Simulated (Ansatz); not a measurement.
Calculated with Ansatz (gas phase, PBE0-D4/def2-TZVP geometries, no zero-point term in ΔE). CBS: MP2 limit from def2 TZ/QZ plus the TZ coupled-cluster correction, frozen cores. Functionals use def2-TZVPP. Elements past krypton have def2 core potentials. For Te outer-core shells are correlated without core-valence functions, which leaves a few kJ/mol of doubt a bond. Each species was taken in one conformer, which may not be the lowest.

`[AlH2][NH][SiH3]` + `CC(C)[TeH]` → `[SiH3][NH][AlH][TeH]` + `CCC`  (formal exchange of groups at the Al–H bond)

`[AlH2][NH][SiH3]`:

```xyz
9

Al   -1.225    1.183   -0.523
N    -0.041   -0.145   -0.622
Si    0.936   -0.836    0.623
H    -1.457    1.868    0.882
H    -1.972    1.595   -1.857
H     0.085   -0.563   -1.536
H     0.656   -2.287    0.817
H     0.626   -0.111    1.882
H     2.392   -0.705    0.333
```

`CC(C)[TeH]`:

Z-matrix (Å, degrees):
```
C
C 1 1.516
H 1 1.092 2 112.2
H 1 1.094 2 111.3 3 121.4
H 1 1.095 2 109.8 3 -119.8
C 2 1.513 1 112.6 3 178.3
Te 2 2.171 1 107.5 3 -58.3
H 2 1.091 1 109.7 3 55.0
H 6 1.091 2 112.0 1 -179.3
H 6 1.093 2 111.1 1 59.9
H 6 1.097 2 109.8 1 -59.5
H 7 1.659 2 93.7 1 -179.4
```

`[SiH3][NH][AlH][TeH]`:

```xyz
10

Si   -1.376    0.275    0.628
N     0.317    0.073    0.892
Al    1.702   -0.259   -0.178
Te    1.468   -0.557   -2.677
H    -1.852    1.611    1.081
H    -1.635    0.143   -0.828
H    -2.179   -0.751    1.352
H     0.585    0.161    1.866
H     3.139   -0.373    0.467
H    -0.170   -0.323   -2.604
```

`CCC`:

Z-matrix (Å, degrees):
```
C
C 1 1.519
H 1 1.094 2 111.1
H 1 1.094 2 111.1 3 119.5
H 1 1.093 2 111.7 3 -120.3
C 2 1.519 1 112.7 3 -59.7
H 2 1.095 1 109.5 3 178.2
H 2 1.095 1 109.5 3 62.4
H 6 1.094 2 111.0 1 59.7
H 6 1.093 2 111.7 1 -180.0
H 6 1.094 2 111.1 1 -59.7
```

| level | ΔE (kJ/mol) |
| --- | --- |
| PBE0 | -160.3 |
| MP2/CBS(def2) | -150.1 |

Question: What does CCSD(T)/CBS give? (Best estimate.)

Answer: Ansatz gave: -150.0 kJ/mol. The listed levels differ from it by -10.3, -0.1 kJ/mol.

Largest T1 diagnostic among the species: 0.011.

The D4 term adds +4.4 kJ/mol with B3LYP and +1.8 kJ/mol with PBE0; it sums over pairs of atoms, weighted by their polarisabilities, and B3LYP, whose exchange is more repulsive, gets the larger term. From PBE to PBE0 (25 % exact exchange), in def2-TZVPP and without D4, ΔE moves by −6.2 kJ/mol. In def2-TZVPP, CCSD(T) changes the Hartree–Fock value by +17.6 kJ/mol (the triples alone add +2.9 kJ/mol) and MP2 by +17.5 kJ/mol.

B3LYP here is the variant with VWN-RPA as its local correlation; programs differ in this.
